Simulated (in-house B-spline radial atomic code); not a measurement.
Inner levels of technetium as electrons are removed. A shift is the extra binding of the orbital against the neutral atom ([Kr] 4d5 5s2). Computed with a radial B-spline atomic code at the basis-set limit: non-relativistic Hartree-Fock, average of the configuration, point nuclei.

This level leaves out relativity, spin-orbit splitting included, which matters for heavy ions.

| ion | configuration | shift of 3s (eV) | shift of 2p (eV) | shift of 2s (eV) | radius of 3s (bohr) | radius of 2p (bohr) | radius of 2s (bohr) | Σ<r²> (bohr²) | change of density at nucleus (bohr⁻³) |
| --- | --- | --- | --- | --- | --- | --- | --- | --- | --- |
| Tc15+ | [Ar] 3d10 | 324.01 | 341.46 | 339.84 | 0.42069 | 0.13241 | 0.15424 | 3.567 | -125.32 |
| Tc16+ | [Ar] 3d9 | 375.59 | 406.7 | 404.86 | 0.41688 | 0.13231 | 0.15414 | 3.2894 | -101.12 |
| Tc17+ | [Ar] 3d8 | 428.45 | 474.22 | 472.11 | 0.41307 | 0.13219 | 0.15403 | 3.0309 | -75.531 |
| Tc18+ | [Ar] 3d7 | 482.55 | 544.01 | 541.56 | 0.40928 | 0.13207 | 0.1539 | 2.7895 | -48.548 |
| Tc19+ | [Ar] 3d6 | 537.88 | 616.02 | 613.18 | 0.4055 | 0.13193 | 0.15377 | 2.5637 | -20.174 |
| Tc20+ | [Ar] 3d5 | 594.42 | 690.25 | 686.95 | 0.40175 | 0.13178 | 0.15362 | 2.3519 | 9.5862 |
| Tc21+ | [Ar] 3d4 | 652.15 | 766.66 | 762.84 | 0.39803 | 0.13162 | 0.15346 | 2.1531 | 40.739 |
| Tc22+ | [Ar] 3d3 | ? | ? | ? | ? | ? | ? | ? | ? |
| Tc23+ | [Ar] 3d2 | 771.14 | 925.95 | 920.86 | 0.39069 | 0.13127 | 0.15311 | 1.7899 | 107.22 |
| Tc24+ | [Ar] 3d1 | 832.38 | 1008.8 | 1002.96 | 0.38708 | 0.13107 | 0.15291 | 1.6238 | 142.55 |
| Tc25+ | [Ne] 3s2 3p6 | ? | ? | ? | ? | ? | ? | ? | ? |
| Tc26+ | [Ne] 3s2 3p5 | 950.85 | 1173.77 | 1165.77 | 0.38078 | 0.13085 | 0.15248 | 1.2883 | 220.97 |
| Tc27+ | [Ne] 3s2 3p4 | 1007.69 | 1255.15 | 1245.77 | 0.37809 | 0.13065 | 0.15225 | 1.1161 | 263.82 |
| Tc28+ | [Ne] 3s2 3p3 | ? | ? | ? | ? | ? | ? | ? | ? |
| Tc29+ | [Ne] 3s2 3p2 | 1123.57 | 1422 | 1409.61 | 0.37283 | 0.13024 | 0.15176 | 0.78982 | 352.95 |
| Tc30+ | [Ne] 3s2 3p1 | 1182.62 | 1507.45 | 1493.44 | 0.37026 | 0.13002 | 0.15151 | 0.63515 | 399.24 |

(1) Fill in the row of Tc22+.

(2) Fill in the row of Tc25+.

(3) Fill in the row of Tc28+.

## Answers

(1) shift of 3s (eV): 711.06; shift of 2p (eV): 845.23; shift of 2s (eV): 840.81; radius of 3s (bohr): 0.39434; radius of 2p (bohr): 0.13145; radius of 2s (bohr): 0.15329; Σ<r²> (bohr²): 1.9661; change of density at nucleus (bohr⁻³): 73.282.

(2) shift of 3s (eV): 894.76; shift of 2p (eV): 1093.76; shift of 2s (eV): 1087.07; radius of 3s (bohr): 0.38351; radius of 2p (bohr): 0.13086; radius of 2s (bohr): 0.1527; Σ<r²> (bohr²): 1.4669; change of density at nucleus (bohr⁻³): 179.28.

(3) shift of 3s (eV): 1065.26; shift of 2p (eV): 1337.9; shift of 2s (eV): 1327.05; radius of 3s (bohr): 0.37544; radius of 2p (bohr): 0.13045; radius of 2s (bohr): 0.15201; Σ<r²> (bohr²): 0.95006; change of density at nucleus (bohr⁻³): 307.81.
